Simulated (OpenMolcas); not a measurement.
# SnSiH4ClF (SMILES [F][SnH]([SiH3])[Cl]): methods side by side

SnSiH4ClF has 8 atoms, charge 0, and is taken as a singlet. SMILES: `[F][SnH]([SiH3])[Cl]`. The coordinates come from a PBE0-D4/def2-TZVP relaxation.

Quantity: the dipole moment, in D. The values are calculated.

```tsv
level	kind	program	value (D)
SVWN5/def2-SVP (core potential)	LDA	OpenMolcas	3.42
BLYP/def2-SVP (core potential)	GGA	OpenMolcas	3.35
revPBE/def2-SVP (core potential)	GGA	OpenMolcas	3.38
M06-L/def2-SVP (core potential)	meta-GGA	OpenMolcas	3.64
B3LYP/def2-SVP (core potential)	global hybrid	OpenMolcas	3.60
BHLYP/def2-SVP (core potential)	global hybrid	OpenMolcas	3.88
M06-2X/def2-SVP (core potential)	hybrid meta-GGA	OpenMolcas	3.81
PBE0/def2-SVP (core potential)	global hybrid	OpenMolcas	3.66
```

The values span 3.35 to 3.88 D. Magnitudes only.
